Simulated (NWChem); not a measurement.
System meant: Si$_{2}$H$_{5}$OCl; SMILES O[SiH2][SiH2]Cl

The following NWChem deck was run.

```
start job
memory heap 200 mb stack 900 mb global 1100 mb
geometry units angstroms noautoz
  O     -1.216405     1.849247     0.311217
  Si     0.307552     1.623294    -0.327296
  Si     0.915052    -0.568665     0.271725
  Cl    -0.918775    -1.572598     0.079852
  H     -1.772709     1.060801     0.291968
  H      1.206734     2.659137     0.252476
  H      0.339730     1.735291    -1.819860
  H      1.906780    -1.242518    -0.616542
  H      1.355577    -0.717144     1.689831
end
basis spherical
  O library def2-svp
  Si library def2-svp
  Cl library def2-svp
  H library def2-svp
end
dft
  odft
  mult 2
  xc pbe0
  iterations 150
  mulliken
end
task dft energy
```

End of the output:

```
 ==============================================================================
                                 internuclear angles
 ------------------------------------------------------------------------------
        center 1       |       center 2       |       center 3       |  degrees
 ------------------------------------------------------------------------------
    2 Si               |   1 O                |   5 H                |   114.10
    1 O                |   2 Si               |   3 Si               |   105.35
    1 O                |   2 Si               |   6 H                |   107.97
    1 O                |   2 Si               |   7 H                |   113.03
    3 Si               |   2 Si               |   6 H                |   113.15
    3 Si               |   2 Si               |   7 H                |   108.55
    6 H                |   2 Si               |   7 H                |   108.85
    2 Si               |   3 Si               |   4 Cl               |   101.35
    2 Si               |   3 Si               |   8 H                |   116.16
    2 Si               |   3 Si               |   9 H                |   114.26
    4 Cl               |   3 Si               |   8 H                |   108.07
    4 Cl               |   3 Si               |   9 H                |   107.28
    8 H                |   3 Si               |   9 H                |   108.94
 ------------------------------------------------------------------------------
                            number of included internuclear angles:         13
 ==============================================================================

 Summary of "ao basis" -> "" (spherical)
 ------------------------------------------------------------------------------
       Tag                 Description            Shells   Functions and Types
 ---------------- ------------------------------  ------  ---------------------
 O                          def2-svp                 6       14   3s2p1d
 Si                         def2-svp                 8       18   4s3p1d
 Cl                         def2-svp                 8       18   4s3p1d
 H                          def2-svp                 3        5   2s1p

                                 NWChem DFT Module
                                 -----------------

 Summary of "ao basis" -> "ao basis" (spherical)
 ------------------------------------------------------------------------------
       Tag                 Description            Shells   Functions and Types
 ---------------- ------------------------------  ------  ---------------------
 O                          def2-svp                 6       14   3s2p1d
 Si                         def2-svp                 8       18   4s3p1d
 Cl                         def2-svp                 8       18   4s3p1d
 H                          def2-svp                 3        5   2s1p

  number of electrons :                   58
  multiplicity        :                    2
 ------------------------------------------------------------------------
  no. of electrons and multiplicity not compatible                  58
 ------------------------------------------------------------------------
 ------------------------------------------------------------------------
  current input line :
    27: task dft energy
 ------------------------------------------------------------------------
 ------------------------------------------------------------------------
 There is an error in the input file
 ------------------------------------------------------------------------
 For more information see the NWChem manual at https://nwchemgit.github.io

0: no. of electrons and multiplicity not compatible:Received an Error in Communication
```

Question: Can this run be used? If not, why, and what is the fix?

Answer: The input was rejected before any calculation. Cause: the multiplicity doesn't fit the number of electrons (an even count wants an odd multiplicity, and the reverse). This input runs:
```
start job
memory heap 200 mb stack 900 mb global 1100 mb
geometry units angstroms noautoz
  O     -1.216405     1.849247     0.311217
  Si     0.307552     1.623294    -0.327296
  Si     0.915052    -0.568665     0.271725
  Cl    -0.918775    -1.572598     0.079852
  H     -1.772709     1.060801     0.291968
  H      1.206734     2.659137     0.252476
  H      0.339730     1.735291    -1.819860
  H      1.906780    -1.242518    -0.616542
  H      1.355577    -0.717144     1.689831
end
basis spherical
  * library def2-svp
end
dft
  xc pbe0
  iterations 150
  mulliken
end
task dft energy
```
It converges to -1116.62468 Ha (PBE0/def2-SVP).
